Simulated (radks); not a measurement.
Fractional charge and spin in the 4p shell of silver: the spin-up occupation runs from 2 to 3 and the spin-down occupation from 2 to 3; the fullest corner is Ag3+, [Ar] 3d10 4s2 4d(up 4, down 4) 4p(up 3, down 3). All-electron calculation, scalar-relativistic Kohn-Sham, PBEsol, spin-polarised, spherical densities, finite nucleus; Fermi nuclear charge, rms radius of each element as measured or else 0.836 A^(1/3) + 0.57 fm. Program: a radial shooting solver on a logarithmic mesh with Libxc functionals. Energy (eV) minus the two flat planes that join the four corners (they meet along the diagonal where the two added fractions sum to one electron); zero is where a piecewise linear energy would lie.

\begin{tabular}{lrrrrr}
down \ up & 2 & 2.25 & 2.5 & 2.75 & 3 \\ \hline
2 & 0.000 & -1.800 & -2.390 & -1.786 & 0.000 \\
2.25 & -1.800 & -2.319 & -1.645 & 0.208 & -1.699 \\
2.5 & -2.390 & -1.645 & 0.278 & -1.562 & -2.254 \\
2.75 & -1.786 & 0.208 & -1.562 & -2.186 & -1.682 \\
3 & 0.000 & -1.699 & -2.254 & -1.682 & 0.000 \\
\end{tabular}

Corners above the fullest one (they belong to Ag4+ and the next ion): (up 3, down 2) 105.64 eV, (up 2, down 3) 105.64 eV, (up 2, down 2) 230.98 eV. With half an added electron in each spin the energy lies 0.278 eV from the planes, and with half an added electron in spin up alone -2.390 eV. The planes are only a guide here: the flat-plane condition holds for ground states with one frontier orbital, while this shell lies below other occupied shells, so the corners above the fullest one are inner-hole states and not the ground states of those ions.
